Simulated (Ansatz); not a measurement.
The same path of C$_{3}$H$_{7}$AlBCl (13 atoms, charge 0, multiplicity 1) was run 3 times with different band settings. The coordinate that changes most is the dihedral H8–C1–Al2–Cl3.

These are results of RKS r2SCAN-D4/STO-3G (Ansatz 0.2.0), not measurements.

Relaxed end points:

```xyz
13
Properties=species:S:1:pos:R:3
C -0.731 -1.291 1.529
Al 0.829 -0.738 0.597
Cl 2.650 -1.644 1.051
C 0.853 0.591 -0.737
B -0.138 0.523 -1.875
C -0.354 1.583 -0.799
H -0.539 -2.117 2.220
H -1.516 -1.619 0.837
H -1.157 -0.469 2.116
H 1.855 0.980 -0.960
H -0.449 0.047 -2.893
H -0.156 2.633 -1.045
H -1.125 1.486 -0.026
```

```xyz
13
Properties=species:S:1:pos:R:3
C -0.743 -1.325 1.490
Al 0.812 -0.806 0.532
Cl 2.599 -1.821 0.881
C 0.857 0.578 -0.744
B -0.184 0.621 -1.839
C -0.293 1.637 -0.706
H -1.117 -0.506 2.117
H -0.569 -2.182 2.148
H -1.560 -1.595 0.810
H 1.868 0.923 -0.996
H -0.566 0.212 -2.861
H -0.047 2.686 -0.911
H -1.035 1.544 0.095
```

Common settings: optimiser quadratic models (default); start path through a guess of the saddle point; force threshold 0.05 eV/Å; end points relaxed.

| run | movable images | climbing image | spring | iteration limit |
| --- | --- | --- | --- | --- |
| 1 | 5 | yes | 5.0 eV/Å² | 37 |
| 2 | 4 | no | 5.0 eV/Å² | 47 |
| 3 | 5 | yes | 20.0 eV/Å² | 48 |

(1) What does each run give, and how far can it be trusted?

Results:

(1) Run 1: converged after 6 iterations, highest image 0.002 eV above the first end. The top lies less than 8 meV above the higher end, about what the thresholds resolve: that end is a shoulder or a very shallow well. A vibrational analysis at the climbing image gives no mode beyond 40i cm⁻¹: the surface is too flat there to confirm a saddle point.
Run 2: converged after 6 iterations, highest image 0.002 eV above the first end. The top lies less than 8 meV above the higher end, about what the thresholds resolve: that end is a shoulder or a very shallow well. No image climbed, so the highest image needn't sit at the top of the path.
Run 3: converged after 7 iterations, highest image 0.002 eV above the first end. The top lies less than 8 meV above the higher end, about what the thresholds resolve: that end is a shoulder or a very shallow well. Another band between the same ends (5 images) ends at a top of the same energy, where a vibrational analysis finds no clearly imaginary modes.
Limits of this set-up: minimal basis.
